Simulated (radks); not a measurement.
Question: All-electron atom: V II in [Ar] 3d4 (the NIST ground configuration). Method: non-relativistic Kohn-Sham, PBE, spin-polarised, spherical densities, point nucleus; open shells are filled with parallel spins first; computed with a radial shooting solver on a logarithmic mesh with Libxc functionals. Some entries of the table are withheld. Estimate them.

orbital  occ.  eigenvalue (eV)  <r> (bohr)
1s down     1        -5327.824     0.06705
1s up       1        -5327.798     0.06705
2s up       1        -596.9908      0.3112
2s down     1        -595.8503      0.3107
2p up       3        -503.7751      0.2753
2p down     3        -502.9158      0.2748
3s up       1         -72.8928      0.9641
3s down     1         -69.4961      0.9643
3p up       3              (1)       1.033
3p down     3              (2)       1.035
3d up       4          -9.9187       1.509
3d down     0          -6.7953       1.603

Answer: 
(1) 3p up eigenvalue (eV): -47.8290
(2) 3p down eigenvalue (eV): -44.4467
